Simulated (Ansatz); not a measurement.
A first, cheap relaxation of `C=C=C(Cl)O[SiH3]`.

```yaml
crystal:
  periodic: [false, false, false]
  atoms:
    - {symbol: C, position_ang: [1.312000, -2.495100, 0.476300]}
    - {symbol: C, position_ang: [0.493900, -1.455700, 0.135800]}
    - {symbol: C, position_ang: [-0.296500, -0.450000, -0.202100]}
    - {symbol: Cl, position_ang: [-1.634100, -0.835900, -1.029800]}
    - {symbol: O, position_ang: [0.191900, 0.784500, 0.165300]}
    - {symbol: Si, position_ang: [-0.629100, 2.209900, -0.136400]}
    - {symbol: H, position_ang: [1.011800, -3.464600, 0.216100]}
    - {symbol: H, position_ang: [2.231600, -2.263000, 0.989000]}
    - {symbol: H, position_ang: [-1.958000, 2.188900, 0.560600]}
    - {symbol: H, position_ang: [0.140900, 3.347300, 0.424600]}
    - {symbol: H, position_ang: [-0.799000, 2.376700, -1.578800]}
basis:
  gaussian: {orbitals: def2-SVP}
hamiltonian: {xc: pbe, dispersion: d4}
relax: {f_tol: 0.03, max_steps: 200}
```

```sh
$ ansatz run in.yaml --threads 4 --pin off --events-out ev --progress --plain
```

Output, abridged:

```
Functional definition: PBE
mean field -25609.16724965 eV, -941.1195379077 hartree, gradient 1.4e-5 eV, S^2 0.000000; 1 other end points of the search recorded, 0 dependent functions left out
relax step   1: F+E_penalty+E_count = -25609.44474010 eV  Δ(F+E_penalty+E_count) = +0.000e0 eV  max|allowed force component| = 3.684e0 eV/Å  Δτ_max = 0.0000 Å  (87 SCF iters, accepted)
mean field -25610.40076177 eV, -941.1648686420 hartree, gradient 2.3e-5 eV, S^2 0.000000; 1 other end points of the search recorded, 0 dependent functions left out
relax step   2: F+E_penalty+E_count = -25610.67600638 eV  Δ(F+E_penalty+E_count) = -1.231e0 eV  max|allowed force component| = 2.987e0 eV/Å  Δτ_max = 0.1983 Å  (86 SCF iters, accepted)
mean field -25611.21520415 eV, -941.1947988475 hartree, gradient 1.5e-5 eV, S^2 0.000000; 1 other end points of the search recorded, 0 dependent functions left out
relax step   3: F+E_penalty+E_count = -25611.48894625 eV  Δ(F+E_penalty+E_count) = -8.129e-1 eV  max|allowed force component| = 1.850e0 eV/Å  Δτ_max = 0.1988 Å  (43 SCF iters, accepted)
mean field -25611.77492679 eV, -941.2153682750 hartree, gradient 2.6e-5 eV, S^2 0.000000; 0 other end points of the search recorded, 0 dependent functions left out
relax step   4: F+E_penalty+E_count = -25612.04809723 eV  Δ(F+E_penalty+E_count) = -5.592e-1 eV  max|allowed force component| = 8.218e-1 eV/Å  Δτ_max = 0.1949 Å  (30 SCF iters, accepted)
mean field -25612.16518753 eV, -941.2297100927 hartree, gradient 1.6e-5 eV, S^2 0.000000; 0 other end points of the search recorded, 0 dependent functions left out
relax step   5: F+E_penalty+E_count = -25612.43820707 eV  Δ(F+E_penalty+E_count) = -3.901e-1 eV  max|allowed force component| = 7.569e-1 eV/Å  Δτ_max = 0.1971 Å  (30 SCF iters, accepted)
mean field -25612.34935878 eV, -941.2364782614 hartree, gradient 2.0e-5 eV, S^2 0.000000; 0 other end points of the search recorded, 0 dependent functions left out
relax step   6: F+E_penalty+E_count = -25612.61967044 eV  Δ(F+E_penalty+E_count) = -1.815e-1 eV  max|allowed force component| = 5.755e-1 eV/Å  Δτ_max = 0.2000 Å  (30 SCF iters, accepted)
mean field -25612.46124082 eV, -941.2405898505 hartree, gradient 8.8e-6 eV, S^2 0.000000; 0 other end points of the search recorded, 0 dependent functions left out
relax step   7: F+E_penalty+E_count = -25612.73267326 eV  Δ(F+E_penalty+E_count) = -1.130e-1 eV  max|allowed force component| = 2.794e-1 eV/Å  Δτ_max = 0.2000 Å  (29 SCF iters, accepted)
mean field -25612.49200431 eV, -941.2417203879 hartree, gradient 1.8e-5 eV, S^2 0.000000; 0 other end points of the search recorded, 0 dependent functions left out
relax step   8: F+E_penalty+E_count = -25612.76465069 eV  Δ(F+E_penalty+E_count) = -3.198e-2 eV  max|allowed force component| = 1.068e-1 eV/Å  Δτ_max = 0.1999 Å  (29 SCF iters, accepted)
mean field -25612.49512780 eV, -941.2418351740 hartree, gradient 1.3e-5 eV, S^2 0.000000; 0 other end points of the search recorded, 0 dependent functions left out
relax step   9: F+E_penalty+E_count = -25612.76820488 eV  Δ(F+E_penalty+E_count) = -3.554e-3 eV  max|allowed force component| = 6.926e-2 eV/Å  Δτ_max = 0.0258 Å  (31 SCF iters, accepted)
mean field -25612.49421257 eV, -941.2418015400 hartree, gradient 1.3e-5 eV, S^2 0.000000; 0 other end points of the search recorded, 0 dependent functions left out
relax step  10: F+E_penalty+E_count = -25612.76806888 eV  Δ(F+E_penalty+E_count) = +1.360e-4 eV  max|allowed force component| = 2.962e-1 eV/Å  Δτ_max = 0.1841 Å  (36 SCF iters, rejected (line search))
mean field -25612.50481070 eV, -941.2421910138 hartree, gradient 1.2e-5 eV, S^2 0.000000; 0 other end points of the search recorded, 0 dependent functions left out
relax step  11: F+E_penalty+E_count = -25612.77837676 eV  Δ(F+E_penalty+E_count) = -1.017e-2 eV  max|allowed force component| = 5.917e-2 eV/Å  Δτ_max = 0.0911 Å  (31 SCF iters, accepted)
mean field -25612.50466655 eV, -941.2421857165 hartree, gradient 1.2e-5 eV, S^2 0.000000; 0 other end points of the search recorded, 0 dependent functions left out
relax step  12: F+E_penalty+E_count = -25612.77846282 eV  Δ(F+E_penalty+E_count) = -8.606e-5 eV  max|allowed force component| = 1.056e-1 eV/Å  Δτ_max = 0.0177 Å  (31 SCF iters, accepted)
mean field -25612.49945688 eV, -941.2419942648 hartree, gradient 2.1e-5 eV, S^2 0.000000; 0 other end points of the search recorded, 0 dependent functions left out
relax step  13: F+E_penalty+E_count = -25612.77371516 eV  Δ(F+E_penalty+E_count) = +4.748e-3 eV  max|allowed force component| = 2.105e-1 eV/Å  Δτ_max = 0.1205 Å  (29 SCF iters, rejected (line search))
mean field -25612.50709343 eV, -941.2422749027 hartree, gradient 1.1e-5 eV, S^2 0.000000; 0 other end points of the search recorded, 0 dependent functions left out
relax step  14: F+E_penalty+E_count = -25612.78068697 eV  Δ(F+E_penalty+E_count) = -2.224e-3 eV  max|allowed force component| = 5.126e-2 eV/Å  Δτ_max = 0.0441 Å  (31 SCF iters, accepted)
mean field -25612.50599585 eV, -941.2422345675 hartree, gradient 1.1e-5 eV, S^2 0.000000; 0 other end points of the search recorded, 0 dependent functions left out
relax step  15: F+E_penalty+E_count = -25612.77968434 eV  Δ(F+E_penalty+E_count) = +1.003e-3 eV  max|allowed force component| = 8.860e-2 eV/Å  Δτ_max = 0.0259 Å  (31 SCF iters, rejected (line search))
mean field -25612.50733020 eV, -941.2422836038 hartree, gradient 1.3e-5 eV, S^2 0.000000; 0 other end points of the search recorded, 0 dependent functions left out
relax step  16: F+E_penalty+E_count = -25612.78099803 eV  Δ(F+E_penalty+E_count) = -3.111e-4 eV  max|allowed force component| = 1.024e-2 eV/Å  Δτ_max = 0.0128 Å  (31 SCF iters, accepted)
mean field -25612.50733020 eV, -941.2422836038 hartree, gradient 1.5e-5 eV, S^2 0.000000; 1 other end points of the search recorded, 0 dependent functions left out
Total energy: -25612.78103638 eV, -941.2523421203 hartree
Atom 0 at     1.308748    -2.552592     0.490579 Å, force     0.004979    -0.001911     0.000372 eV/Å
Atom 1 at     0.619845    -1.482759     0.153112 Å, force    -0.008171     0.001947    -0.003713 eV/Å
Atom 2 at    -0.079063    -0.416439    -0.196137 Å, force     0.010237    -0.000310     0.002589 eV/Å
Atom 3 at    -1.415704    -0.593305    -1.357297 Å, force    -0.004733    -0.000565    -0.000177 eV/Å
Atom 4 at     0.134719     0.833953     0.254402 Å, force    -0.000471    -0.001914    -0.000200 eV/Å
Atom 5 at    -0.769974     2.241958    -0.100926 Å, force     0.000368    -0.000099     0.000260 eV/Å
Atom 6 at     1.019478    -3.186551     1.350247 Å, force     0.000290     0.001693    -0.000469 eV/Å
Atom 7 at     2.210904    -2.866232    -0.068467 Å, force    -0.002404     0.000691     0.001939 eV/Å
Atom 8 at    -2.193278     2.103619     0.353882 Å, force     0.000299    -0.000710    -0.001039 eV/Å
Atom 9 at    -0.061564     3.286144     0.703526 Å, force    -0.001224    -0.000347     0.000266 eV/Å
Atom 10 at    -0.708710     2.575204    -1.562320 Å, force     0.000832     0.001525     0.000173 eV/Å
Dipole moment:     0.009717     0.054598     0.033196 e Å
```

It took 23 s on 4 threads of a server CPU on a shared host, with 0.23 GiB of host memory at the peak.
